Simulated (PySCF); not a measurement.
Delta-SCF ions had no search for a lower state. 

Cartesian coordinates (Å):
```xyz
8

C      2.0714     0.8937     0.6511
C      1.1304     0.1583     0.5076
C      0.0436    -0.7333     0.3497
C     -1.1508    -0.3435    -0.0539
N     -2.2123    -0.0244    -0.5445
H      2.9007     1.5455     0.7722
H      0.1747    -1.7845     0.5821
H     -2.9577     0.2882     0.0756
```
Charge 0, multiplicity 1.

Estimate the dipole moment, HOMO–LUMO gap, total energy, HOMO and vertical ionisation energy (Delta-SCF) that PySCF with PBE-D3(BJ)/def2-TZVP // B3LYP-D3(BJ)/def2-TZVP returns for this input.


```yaml
dipole_moment: 1.62 D
HOMO–LUMO gap: 3.80 eV
total_energy: -208.6842 Ha
HOMO: -5.48 eV
vertical ionisation energy (Delta-SCF): 8.51 eV
```
